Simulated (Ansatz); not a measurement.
Consider the ligand exchange at a Ga–F bond: `C=[CH][Ga]([CH3])[F]` + HCl → `C=[CH][Ga]([CH3])[Cl]` + H–F.

Gas-phase electronic energies from Ansatz, PBE0-D4/def2-TZVP geometries. CCSD(T)/CBS is the MP2 limit (def2-TZVPP, def2-QZVPP) plus CCSD(T) − MP2 in def2-TZVPP, frozen cores. This one scheme is used for every species. For Ga outer-core shells are correlated without core-valence functions, which leaves a few kJ/mol of doubt a bond. Scalar relativity is left out up to krypton. Each species was taken in one conformer, which may not be the lowest.

`C=[CH][Ga]([CH3])[F]`:

Cartesian coordinates in Å:
```
C -1.418 -1.323 1.455
C -0.910 -0.148 1.084
Ga 0.325 -0.060 -0.409
C 1.321 1.338 -1.333
F 0.591 -1.682 -1.078
H -1.157 -2.243 0.938
H -2.114 -1.418 2.285
H -1.205 0.742 1.635
H 2.389 1.116 -1.286
H 1.145 2.325 -0.905
H 1.035 1.352 -2.387
```

HCl:

```xyz
2

Cl   -0.620   -0.128    0.093
H     0.620    0.128   -0.093
```

`C=[CH][Ga]([CH3])[Cl]`:

Cartesian coordinates in Å:
```
C 1.468 -0.293 1.911
C 0.439 -0.662 1.153
Ga -0.068 0.349 -0.426
C -1.486 0.111 -1.747
Cl 1.209 2.072 -0.760
H 2.062 0.586 1.677
H 1.764 -0.850 2.798
H -0.121 -1.552 1.437
H -1.044 0.000 -2.740
H -2.104 -0.762 -1.534
H -2.119 1.000 -1.768
```

H–F:

Cartesian coordinates in Å:
```
F -0.360 0.168 0.231
H 0.360 -0.168 -0.231
```

| level | ΔE (kJ/mol) |
| --- | --- |
| CCSD/def2-SVP | -18.6 |
| CCSD/def2-TZVPP | -30.5 |

What does CCSD(T)/CBS give? (Best estimate.)

The calculation gave: -36.1 kJ/mol. The listed levels differ from it by 17.5, 5.6 kJ/mol.

Largest T1 diagnostic among the species: 0.013.

From PBE to PBE0 (25 % exact exchange), in def2-TZVPP and without D4, ΔE moves by −6.7 kJ/mol. Leaving LDA and LC-ωPBE aside and taking each functional with its dispersion term where it has one, the values, not all of them listed here, spread over 13.2 kJ/mol, from HSE06-D4 to BLYP-D4. LDA lies −3.6 kJ/mol from PBE without D4. The D4 term adds −6.8 kJ/mol with B3LYP and −3.8 kJ/mol with PBE0; it sums over pairs of atoms, weighted by their polarisabilities, and B3LYP, whose exchange is more repulsive, gets the larger term.

CCSD(T)/CBS has its own doubt, a few kJ/mol and more with outer-core shells, so smaller differences from it don't rank the levels.

B3LYP here is the variant with VWN-RPA as its local correlation; programs differ in this.
